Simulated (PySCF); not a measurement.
Si(I)(OH)3, H₃IO₃Si, SMILES O[Si](O)(O)I, singlet at its PBE0/def2-SVP optimised geometry (Å):

```
8

O     -1.1863    -1.9287     1.3392
Si    -0.6348    -1.1644     0.0000
O     -1.1877    -1.9268    -1.3397
O      1.0029    -1.1644     0.0000
I     -1.4488     1.1644     0.0000
H     -2.1363    -1.9338     1.4903
H     -0.9975    -1.5238    -2.1922
H      1.4488    -0.6837     0.7038
```

Method: PBE0/def2-TZVP, def2 effective core potentials past Kr (PySCF). The core electrons that the potentials of I replace are not part of the density. Cells within 0.4 Å of a nucleus heavier than hydrogen are left out (blank, or x).

Map of the electron localisation function on the plane z = 1.0 Å:

```
|000000000000000000000000000|
|000000111111000000000000000|
|000011233333210000000000000|
|001234455655431000000000000|
|012456677777653100000000000|
|124567788888764210000000000|
|245778888888875310000000000|
|356788877888876310000000000|
|367888766788875310000000000|
|467888766788764100000000000|
|467888776777652000000000000|
|356788777776531000000000000|
|245677776665310000233200000|
|123445555544210014676420000|
|001111222332100137998630000|
|000000011221111258999631000|
|000000123432112358999630000|
|000001346764112457887410000|
|000234568886212455654200000|
|003577778887301344432100000|
|02468887xx87400134321000000|
|024688788887400023221000000|
|013566678987400011210000000|
|001234568886300000100000000|
|000012356775200000000000000|
|000000134553100000000000000|
|000000012332100000000000000|
```
Scale: ten equal steps from 0.000 (start of '0') to 0.968 (end of '9'), in the order '0123456789'; x runs from -3.50 to 3.50, y from -3.50 (bottom) to 3.50 (top).
